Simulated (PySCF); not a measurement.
Relaxation of singlet [TeBr3]+

Level of theory: PySCF, PBE0, basis Te def2-SVP with ECP28, Br def2-SVP (scalar-relativistic core potentials, no spin–orbit coupling, density fitting). A (50,194) grid was used.

A start displaced from a saddle point along its imaginary mode, of C3v symmetry, held to at least that symmetry:

Coordinates in bohr (charge 1 multiplicity 1):
```
Te    0.0000    0.0000   -0.2268
Br    4.7898    0.0000    0.1244
Br   -2.3949    4.1481    0.1244
Br   -2.3949   -4.1480    0.1244
```

Optimiser trace:
```json
{"step": "0", "E − E(last) (kJ/mol)": "153.61", "largest gradient (Eh/bohr)": "0.03156"}
{"step": "1", "E − E(last) (kJ/mol)": "102.63", "largest gradient (Eh/bohr)": "0.02818"}
{"step": "2", "E − E(last) (kJ/mol)": "70.30", "largest gradient (Eh/bohr)": "0.03302"}
{"step": "3", "E − E(last) (kJ/mol)": "53.23", "largest gradient (Eh/bohr)": "0.03000"}
{"step": "4", "E − E(last) (kJ/mol)": "7.36", "largest gradient (Eh/bohr)": "0.01731"}
{"step": "5", "E − E(last) (kJ/mol)": "0.63", "largest gradient (Eh/bohr)": "0.00780"}
{"step": "6", "E − E(last) (kJ/mol)": "0.01", "largest gradient (Eh/bohr)": "0.00084"}
{"step": "7", "E − E(last) (kJ/mol)": "0.00", "largest gradient (Eh/bohr)": "0.00005"}
```

It ends at C3v with Te–Br 2.454 Å (×3); Br–Te–Br 101.0° (×3). A frequency run shows a minimum.

The relaxation took about 2.3 core-minutes on a shared host.
